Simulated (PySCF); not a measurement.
C₆H₅F₃SSi, SMILES C=Cc1ccc([Si](F)(F)F)s1 (GFN2-xTB optimised geometry):

```
16

C     -2.290    -2.498    -0.005
C     -0.961    -2.543     0.000
C     -0.099    -1.391     0.000
C      1.275    -1.391     0.000
C      1.829    -0.105     0.000
C      0.890     0.897     0.000
Si     1.185     2.720     0.001
F      2.733     3.069    -0.029
F      0.608     3.488     1.264
F      0.557     3.494    -1.234
S     -0.714     0.229     0.000
H     -2.821    -1.560    -0.009
H     -2.886    -3.393    -0.005
H     -0.444    -3.494     0.003
H      1.861    -2.293     0.000
H      2.886     0.093     0.000
```

Level of theory: PBE0/def2-TZVP (PySCF).

### Question
What are the frontier orbital energies and the dipole moment?

### Answer
HOMO-2 -9.32 eV, HOMO-1 -7.90 eV, HOMO -6.95 eV, LUMO -2.07 eV, LUMO+1 0.14 eV; dipole moment 4.07 D.

Meta-Löwdin charges at PBE0/def2-TZVP: C1 -0.25, C2 -0.11, C3 -0.09, C4 -0.16, C5 -0.11, C6 -0.43, Si7 1.65, F8 -0.49, F9 -0.49, F10 -0.49, S11 0.30, H12 0.13, H13 0.14, H14 0.13, H15 0.14, H16 0.14.
